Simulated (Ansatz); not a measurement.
Base molecule (SMILES): [TeH2] (H2Te). Structures are relaxed separately at B3LYP-D3(BJ)/def2-TZVP in Ansatz (a quantum-chemistry and plane-wave program). Valence correlation only, unless marked. UHF or UKS for open shells. No spin-orbit coupling. Frozen are the shells of the preceding noble gas and the d and f shells that filled before the atom's block. In def2 rows, elements after Kr have scalar-relativistic effective core potentials. CBS(X,Y): correlation extrapolated as X^-3; Hartree-Fock from the larger set. Vertical energies are electronic, to the SCF solution reached for that spin.

Levels, all with Ansatz: PBE/def2-TZVPD, and a column headed coupled cluster (CCSD(T) or an MP2 limit with a CCSD(T) correction), which has limits of its own: vertical ionisation energy to the doublet at CCSD(T)/CBS(def2-TZVPPD,def2-QZVPPD).

```
property of the base                            coupled cluster   PBE
----------------------------------------------  ---------------  ----
vertical ionisation energy to the doublet (eV)             9.09  8.96
```

After one change the coupled-cluster values shift by: vertical ionisation energy to the doublet +1.41 eV.

Problem. Which change was made?
A. Te replaced by Se, giving [SeH2] (H2Se)
B. Te replaced by S, giving S (H2S)
C. Te replaced by O, giving O (H2O)

Solution. B, Te replaced by S, giving S (H2S). Its values: vertical ionisation energy to the doublet 10.50 eV (+1.41; PBE +1.42). The others shift them by: Te replaced by O: +3.66 | Te replaced by Se: +0.81.
